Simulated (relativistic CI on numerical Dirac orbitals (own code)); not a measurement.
Input to a radial Dirac CI calculation:

```
atom Pb  Z=82  charge=80  electrons=2
nucleus A=208  rms_radius_fm=5.5012
hamiltonian dirac-coulomb  breit=on  qed=on  c_scale=1
orbitals kli  potential=per-configuration
slater_scale 0.85
correlation none
mixing on
configurations
  1s2
  1s 2p
  1p 2p
  1s 1p
end
```

How did the run end?

The self-consistent field of one configuration failed: SCF of 1p 2p ended with code -1.
